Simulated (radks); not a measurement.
Problem. Coherent X-ray form factor from a spherical all-electron density. All-electron calculation, Dirac Kohn-Sham, LDA (Slater exchange, Perdew-Wang correlation), spin-unpolarised, spherical densities, point nucleus. Program: a radial shooting solver on a logarithmic mesh with Libxc functionals.

| sin(theta)/lambda (1/angstrom) | f0 (electrons) |
|---|---|
| 0.05 | 2.883 |
| 0.1 | 2.599 |
| 0.15 | 2.281 |
| 0.2 | 2.020 |
| 0.25 | 1.835 |
| 0.3 | 1.706 |
| 0.4 | 1.517 |
| 0.5 | 1.345 |
| 0.6 | 1.171 |
| 0.8 | 0.852 |
| 1 | 0.603 |
| 1.25 | 0.390 |
| 1.5 | 0.255 |
| 2 | 0.117 |

The species is in the configuration that NIST lists as its ground one. Which atom or ion scatters so?

Solution. The beryllium ion Be+, [He] 2s1. Extrapolating in s^2 from the first two rows gives f0(0) = 3.0, near the electron count 3; among species with that count, the fall with angle is slower the higher Z, and the table is that of Z = 4; from so few rows the species is fixed only to a neighbour or two.
